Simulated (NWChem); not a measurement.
System meant: WSOClF; SMILES [O]=[W]([F])(=[S])[Cl]

Input file for NWChem:

```
start job
memory heap 200 mb stack 900 mb global 1100 mb
geometry units angstroms noautoz
  W     -0.189448     0.007199    -0.010779
  O     -0.957188     0.116109     1.515003
  S      1.124392     1.697935    -0.148884
  F     -1.477614     0.132465    -1.360870
  Cl     1.084519    -1.877809    -0.027344
end
basis spherical
  W library def2-svp
  O library def2-svp
  S library def2-svp
  F library def2-svp
  Cl library def2-svp
end
dft
  xc xpbe96 cpbe96
  iterations 150
  mulliken
end
task dft energy
```

End of the output:

```
          Convergence Information
          -----------------------
          Convergence aids based upon iterative change in
          total energy or number of iterations.
          Levelshifting, if invoked, occurs when the
          HOMO/LUMO gap drops below (HL_TOL):  1.00D-02
          DIIS, if invoked, will attempt to extrapolate
          using up to (NFOCK): 10 stored Fock matrices.

                    Damping( 0%)  Levelshifting(0.5)       DIIS
                  --------------- ------------------- ---------------
          dE  on:    start            ASAP                start
          dE off:    2 iters        150 iters           150 iters

      Screening Tolerance Information
      -------------------------------
          Density screening/tol_rho:  1.00D-10
          AO Gaussian exp screening on grid/accAOfunc:  14
          CD Gaussian exp screening on grid/accCDfunc:  20
          XC Gaussian exp screening on grid/accXCfunc:  20
          Schwarz screening/accCoul:  1.00D-08

      Superposition of Atomic Density Guess
      -------------------------------------

      charge =      74.0 W (Tungsten)

      symmetry species            s     p     d     f
      number of basis functions = 7     6     5     1
      number of cont. functions = 6     3     2     1
      number of closed shells   = 6     4     2     1
      number of open shells     = 0     0     1     0
      open shell occupation     = 0     0     4     0
 ------------------------------------------------------------------------
 atomscf:atomd: error in atom scf                   0
 ------------------------------------------------------------------------
 ------------------------------------------------------------------------
  current input line :
    22: task dft energy
 ------------------------------------------------------------------------
 ------------------------------------------------------------------------
 This error has not yet been assigned to a category
 ------------------------------------------------------------------------
 For more information see the NWChem manual at https://nwchemgit.github.io

0:atomscf:atomd: error in atom scf:Received an Error in Communication
```

### Question
Can this run be used? If not, why, and what is the fix?

### Answer
The run crashed. Cause: the def2 basis of a heavy element holds valence functions alone and wants its effective core potential (without it all electrons must fit into that basis). This input runs:
```
start job
memory heap 200 mb stack 900 mb global 1100 mb
geometry units angstroms noautoz
  W     -0.189448     0.007199    -0.010779
  O     -0.957188     0.116109     1.515003
  S      1.124392     1.697935    -0.148884
  F     -1.477614     0.132465    -1.360870
  Cl     1.084519    -1.877809    -0.027344
end
basis spherical
  * library def2-svp
end
ecp
  W library def2-ecp
end
dft
  xc xpbe96 cpbe96
  iterations 150
  mulliken
end
task dft energy
```
It converges to -1099.89511 Ha (PBE/def2-SVP with def2 effective core potentials on W).
